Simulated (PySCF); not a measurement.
C3H8FNSi, SMILES C(F)(C[SiH2]N)=C.

The structure is a stationary point at B3LYP-D3(BJ)/def2-SVP. This is a generated structure with no PubChem entry under its InChIKey; it may be hypothetical. Other conformers were not sampled.

Two levels are set side by side: TDDFT-PBE/def2-SVPD (PySCF) and TDDFT-ωB97X/def2-SVPD (PySCF). Vertical, same geometry. The lowest singlet is HOMO→LUMO 73 %, HOMO−1→LUMO 26 % with PBE and HOMO−1→LUMO 48 %, HOMO−1→LUMO+2 29 %, HOMO→LUMO 10 % with the other functional; states are paired by order. Differences are taken from unrounded values.

```json
[
 {"quantity": "lowest singlet excitation (eV)", "TDDFT-PBE": "5.20"},
 {"quantity": "lowest triplet excitation (TDA) (eV)", "TDDFT-PBE": "4.36"},
 {"quantity": "first bright state (f over 0.05) (eV)", "TDDFT-PBE": "6.69"},
 {"quantity": "its oscillator strength", "TDDFT-PBE": "0.34"}
]
```

Problem. These are the TDDFT-PBE values. What does TDDFT-ωB97X give? (The exact figures need the calculation; the answer reports its results.)

Solution. 
```json
[
 {"quantity": "lowest singlet excitation (eV)", "TDDFT-ωB97X": "6.84", "TDDFT-PBE minus TDDFT-ωB97X": "-1.65"},
 {"quantity": "lowest triplet excitation (TDA) (eV)", "TDDFT-ωB97X": "4.42", "TDDFT-PBE minus TDDFT-ωB97X": "-0.07"},
 {"quantity": "first bright state (f over 0.05) (eV)", "TDDFT-ωB97X": "7.09", "TDDFT-PBE minus TDDFT-ωB97X": "-0.40"},
 {"quantity": "its oscillator strength", "TDDFT-ωB97X": "0.36", "TDDFT-PBE minus TDDFT-ωB97X": "-0.02"}
]
```

A lower first singlet is the usual sign of a functional without exact exchange. Differences between two approximate levels are no errors against the true value.

Rough cost on one machine, each run with all the roots and properties that it gave: TDDFT-ωB97X against TDDFT-PBE about 10 times.
